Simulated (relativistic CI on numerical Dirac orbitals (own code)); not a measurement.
## Co⁵⁺: L-alpha,beta X-ray emission

Computed with this model: Dirac-Coulomb-Breit CI, KLI orbitals optimised for each configuration, QED by a radiative potential, valence Slater integrals scaled by 0.9, multiplet model of X-ray emission after core ionisation; configurations [Ar] 3d4 → [He] 2s2 2p5 3s2 3p6 3d4 → [Ar] 3d3; 300 K; Lorentzian 0.84 eV and Gaussian 0.5 eV FWHM. Energies are those of the free ion, without screening or charge transfer. S is read from ⟨S²⟩ = S(S + 1).

Field parameters in Wybourne normalisation: D3d B²₀ = −7Dσ, B⁴₀ = −14Dq − 21Dτ, B⁴₃ = −14√(10/7) Dq; D4h B²₀ = −7Ds, B⁴₀ = 21(Dq − Dt), B⁴₄ = 21√(5/14) Dq; Td as Oh with Dq negative (B⁴₀ = 21Dq, B⁴₄ = √(5/14) B⁴₀). The field is a parameter set, without covalency.

Computed curve for free ion, scaled to 100 at the maximum (points under 2 are left out and the grid is thinned):

(Energy (eV), Intensity): (784.8, 2.1), (785.5, 5.6), (786.3, 7.7), (787.0, 5.6), (787.8, 5.0), (788.5, 7.6), (789.3, 5.3), (790.0, 4.6), (790.8, 9.6), (791.5, 9.9), (792.3, 8.2), (793.0, 11.6), (793.8, 11.6), (794.5, 10.0), (795.3, 15.5), (796.0, 31.8), (796.8, 22.5), (797.5, 28.5), (798.3, 22.6), (799.0, 11.8), (799.8, 11.4), (800.5, 13.2), (801.3, 17.5), (802.0, 27.4), (802.8, 35.5), (803.5, 35.7), (804.3, 27.1), (805.0, 48.6), (805.8, 99.5), (806.5, 59.4), (807.3, 23.2), (808.0, 18.7), (808.8, 14.4), (809.5, 15.1), (810.3, 18.4), (811.0, 13.9), (811.8, 7.4), (812.5, 8.7), (813.3, 3.9), (814.0, 2.1)

The ground state has S = 2.00, and the centroid lies at 801.97 eV.
